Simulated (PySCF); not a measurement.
**AsOF3 at several levels of theory**

All levels use the PBE0 minimum (singlet; As–F 1.680 Å (×3), As–O 1.587 Å; F–As–F 99.3° (×3), F–As–O 118.3° (×3)), basis [As def2-TZVP, O def2-TZVP, F def2-TZVP], no relativity, density fitting, no spin–orbit coupling, PySCF. For vertical energies the ionised species is a doublet (spins chosen at PBE0 and kept) and the electron-attached one a doublet. Atomisation goes to high-spin ground-configuration atoms, without zero-point energy. Open shells are unrestricted, also as the reference of the correlated levels. A dash marks a value that was not computed or is not defined at that level.

```tsv
level	atomisation (kJ/mol)	vertical IP (eV)	vertical EA (eV)	−ε(HOMO) (eV)	gap (eV)	dipole (D)
PBE0	1621	12.77	-0.22	10.27	8.09	1.27
HF	881	11.28	-1.46	14.55	16.99	1.51
MP2	1732	13.22	-0.59	–	–	–
PBE	1753	12.74	-0.18	8.55	5.21	1.18
r2SCAN	1678	12.74	-0.27	8.96	5.92	1.23
B3LYP	1618	12.89	-0.06	10.00	7.40	1.23
```

Without diffuse functions attachment energies tend to come out too low.
